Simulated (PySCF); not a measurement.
First SCF of a structure search on quintet WF(OH), at a hand-made linear (heavy-atom frame) geometry. PySCF input:

```python
from pyscf import gto, scf, dft
mol = gto.M(atom='''
W      0.000000     0.000000     0.000000
F      0.000000     0.000000     2.010000
O      0.000000     0.000000    -2.000000
H      0.735400     0.000000    -2.617100''',
    basis={'W': 'def2-TZVP', 'F': 'def2-TZVP', 'O': 'def2-TZVP', 'H': 'def2-TZVP'},
    ecp={'W': 'def2-TZVP'},
    charge=0, spin=4)
mf = dft.UKS(mol, xc='PBE0')
mf.grids.atom_grid = (50, 194)
aux = {'W': 'def2-universal-JKFIT', 'F': 'def2-universal-JKFIT', 'O': 'def2-universal-JKFIT', 'H': 'def2-universal-JKFIT'}
mf = mf.density_fit(auxbasis=aux)
mf.conv_tol = 1e-08
mf.diis_space = 10
mf.max_cycle = 60
mf.init_guess = 'minao'
mf.verbose = 4
mf.kernel()
```

Excerpt of the output (cycles alone):

```
init E= -223.74145176702
cycle= 1 E= -242.375898087207  delta_E= -18.6  |g|= 0.847  |ddm|= 4.93
cycle= 2 E= -239.483480555619  delta_E= 2.89  |g|= 2.61  |ddm|= 1.89
cycle= 3 E= -242.617762278758  delta_E= -3.13  |g|= 0.208  |ddm|= 1.63
cycle= 4 E= -242.632089529724  delta_E= -0.0143  |g|= 0.178  |ddm|= 0.367
cycle= 5 E= -242.642271506534  delta_E= -0.0102  |g|= 0.065  |ddm|= 0.105
cycle= 6 E= -242.643759586536  delta_E= -0.00149  |g|= 0.0147  |ddm|= 0.0449
cycle= 7 E= -242.64386849949  delta_E= -0.000109  |g|= 0.00285  |ddm|= 0.0105
cycle= 8 E= -242.643879492128  delta_E= -1.1e-05  |g|= 0.00119  |ddm|= 0.00426
cycle= 9 E= -242.643882342237  delta_E= -2.85e-06  |g|= 0.000525  |ddm|= 0.00246
cycle= 10 E= -242.643882782161  delta_E= -4.4e-07  |g|= 0.000165  |ddm|= 0.00102
cycle= 11 E= -242.643882831763  delta_E= -4.96e-08  |g|= 5.64e-05  |ddm|= 0.000408
cycle= 12 E= -242.643882835234  delta_E= -3.47e-09  |g|= 3.15e-05  |ddm|= 9.65e-05
Extra cycle  E= -242.643882835216  delta_E= 1.83e-11  |g|= 4.54e-05  |ddm|= 5.32e-05
converged SCF energy = -242.643882835216  <S^2> = 6.0203577  2S+1 = 5.0081364
```

No lower solution of this spin was found from smeared starts or by a stability analysis within the unrestricted form.

Open d and f shells are described by one determinant, and the ground state may have another occupation or spin. With an element this heavy the missing spin–orbit coupling can shift these numbers.

The search for the lowest solution, 3 starts and the stability check together, took 11 s on 4 threads of a shared Arm Neoverse V1 host, with 108 basis functions; the process peaked at 0.5 GiB.
